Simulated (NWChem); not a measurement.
Program: NWChem. System: HOSi, charge 0, spin multiplicity 2, at a geometry optimised with UPBE0/def2-SVP. The structure started from a generated list of species. Its SCF solution wasn't tested for a lower state. Level: ROCCSD(T)/3-21G, 6 core orbitals frozen.

NWChem printed:

```
             Northwest Computational Chemistry Package (NWChem) 7.3.0
             --------------------------------------------------------

                                NWChem Input Module
                                -------------------

 Scaling coordinates for geometry "geometry" by  1.889725989
 (inverse scale =  0.529177249)

 Turning off AUTOSYM since
 SYMMETRY directive was detected!

                             Geometry "geometry" -> ""
                             -------------------------

 Output coordinates in angstroms (scale by  1.889725989 to convert to a.u.)

  No.       Tag          Charge          X              Y              Z
 ---- ---------------- ---------- -------------- -------------- --------------
    1 O                    8.0000     0.48009400     0.92070600     0.00000000
    2 Si                  14.0000    -0.30788600    -0.40273400     0.00000000
    3 H                    1.0000     0.46965500    -1.72737200     0.00000000

 Effective nuclear repulsion energy (a.u.)      44.9010356348

            Nuclear Dipole moment (a.u.)
            ----------------------------
        X                 Y               Z
 ---------------- ---------------- ----------------
     0.0000056692    -0.0000000000     0.0000000000

      Symmetry information
      --------------------

 Group name             Cs
 Group number              2
 Group order               2
 No. of unique centers     3

      Symmetry unique atoms

     1    2    3


 Summary of "ao basis" -> "" (spherical)
 ------------------------------------------------------------------------------
       Tag                 Description            Shells   Functions and Types
 ---------------- ------------------------------  ------  ---------------------
 *                           3-21g                    on all atoms

 Summary of "ao basis" -> "ao basis" (spherical)
 ------------------------------------------------------------------------------
       Tag                 Description            Shells   Functions and Types
 ---------------- ------------------------------  ------  ---------------------
 O                           3-21g                   5        9   3s2p
 Si                          3-21g                   7       13   4s3p
 H                           3-21g                   2        2   2s

                                 NWChem SCF Module
                                 -----------------

  ao basis        = "ao basis"
[...]
          Calculation type : Coupled-cluster singles & doubles w/ perturbation
   Perturbative correction : (T)
            Max iterations :      100
        Residual threshold : 0.10D-05
     T(0) DIIS level shift : 0.00D+00
     L(0) DIIS level shift : 0.00D+00
     T(1) DIIS level shift : 0.00D+00
     L(1) DIIS level shift : 0.00D+00
     T(R) DIIS level shift : 0.00D+00
     T(I) DIIS level shift : 0.00D+00
   CC-T/L Amplitude update :  5-th order DIIS
                I/O scheme : Global Array Library
        L-threshold :  0.10D-05
        EOM-threshold :  0.10D-05
 no EOMCCSD initial starts read in
 TCE RESTART OPTIONS
 SLICE:      F
 D4D5:       F
 quantumc:   F
 qrotation:  F
 pwtce:      F
 qducc:      F
 nacto:                         0
 nrotv:                         0
 nrot:                          0

            Memory Information
            ------------------
          Available GA space size is     249035648 doubles
          Available MA space size is     104855820 doubles

 Maximum block size supplied by input
 Maximum block size        24 doubles

 tile_dim =      9

 -------------------------------------------------
   1    alpha     a'     4 doubles       0       1
   2    alpha     a'     1 doubles       4       2
   3    alpha     a"     1 doubles       5       3
   4    beta      a'     4 doubles       6       4
   5    beta      a"     1 doubles      10       5
   6    alpha     a'     9 doubles      11       6
   7    alpha     a"     3 doubles      20       7
   8    beta      a'     1 doubles      23       8
   9    beta      a'     9 doubles      24       9
  10    beta      a"     3 doubles      33      10

 Global array virtual files algorithm will be used

 Parallel file system coherency ......... OK

 4-electron integrals stored in orbital form

 v2    file size   =            19009
 4-index algorithm nr.  13 is used
 imaxsize =       30
 imaxsize ichop =        0


CCSD iterations
 ---------------------------------------------------------
 Iter          Residuum       Correlation     Cpu    Wall
 ---------------------------------------------------------
    1   0.1535030024308  -0.2030919217016     0.0     0.0
    2   0.0442666756993  -0.1862315439817     0.0     0.0
    3   0.0235148389472  -0.1988842892425     0.0     0.0
    4   0.0143099977694  -0.1950216113834     0.0     0.0
    5   0.0107328286290  -0.1989727158623     0.0     0.0
    6   0.0023465407584  -0.1980586703225     0.0     0.0
    7   0.0014257284793  -0.1980614403070     0.0     0.0
    8   0.0007636332018  -0.1980930121352     0.0     0.0
    9   0.0006459085484  -0.1980915747812     0.0     0.0
   10   0.0003394819872  -0.1981295223449     0.0     0.0
   11   0.0001103338169  -0.1981551766318     0.0     0.0
   12   0.0000787964031  -0.1981452407753     0.0     0.0
   13   0.0000415621705  -0.1981519416302     0.0     0.0
   14   0.0000413451650  -0.1981473664252     0.0     0.0
   15   0.0000211809782  -0.1981510558442     0.0     0.0
   16   0.0000062828887  -0.1981496776006     0.0     0.0
   17   0.0000043980734  -0.1981494435278     0.0     0.0
   18   0.0000021588978  -0.1981496881247     0.0     0.0
   19   0.0000019577890  -0.1981495684462     0.0     0.0
   20   0.0000010856874  -0.1981497383119     0.0     0.0
   21   0.0000004724037  -0.1981497628655     0.0     0.0
 -----------------------------------------------------------------
 Iterations converged
 CCSD correlation energy / hartree =        -0.198149762865475
 CCSD total energy / hartree       =      -362.549116659683364

 Singles contributions
    12a'  (beta ) ---    10a'  (beta )        0.1131010113

 Doubles contributions
    13a"  (alpha)    13a"  (beta ) ---    11a"  (alpha)    11a"  (beta )       -0.1181370143
 CCSD(T)
 Using plain CCSD(T) code
             total no. of tasks          148
 total no. of tasks / no. procs          148
                         wl_min            3           1.2
                         wl_max        46656           6.0
        thresh for no. of tasks          148

 CCSD[T]  correction energy / hartree =        -0.015734122724332
 CCSD[T] correlation energy / hartree =        -0.213883885589807
 CCSD[T] total energy / hartree       =      -362.564850782407689
 CCSD(T)  correction energy / hartree =        -0.011553995845937
 CCSD(T) correlation energy / hartree =        -0.209703758711413
 CCSD(T) total energy / hartree       =      -362.560670655529293

 Task  times  cpu:        1.0s     wall:        1.0s

 Total times  cpu:        1.0s     wall:        1.0s
```

Q: Write an NWChem input that would produce this output.

A: This is not unique; one that fits is 
```
start mol
memory heap 100 mb stack 700 mb global 1900 mb
geometry units angstroms nocenter noautoz
  O      0.480094     0.920706     0.000000
  Si    -0.307886    -0.402734     0.000000
  H      0.469655    -1.727372     0.000000
  symmetry group Cs
end
basis spherical
  * library 3-21g
end
scf
  rohf
  nopen 1
  maxiter 100
  thresh 1e-7
  semidirect memsize 60000000 filesize 0
  # guess.movecs holds the orbitals of an unrestricted PBE0 run
  vectors input guess.movecs output mol.movecs
end
tce
  freeze core 6
  ccsd(t)
  2eorb
  2emet 13
  thresh 1e-6
  maxiter 100
  tilesize 24
end
task tce energy
```
